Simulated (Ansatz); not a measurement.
Harmonic frequencies (cm⁻¹) at PBE0-D4/def2-TZVP from Ansatz: 50, 119, 135, 136, 169, 182, 399, 480, 507, 542, 787, 2682.

Each molecule was computed in one conformer, which needn't be the lowest.

(1) Which molecule is it?
A. `[SH][Ti]([SH])([Cl])[Cl]`
B. `[OH][Ti]([OH])([OH])[I]`
C. `[OH][Ti]([OH])([F])[F]`
D. `[F][Ti]([SH])([Cl])[Cl]`

## Answers

(1) D.
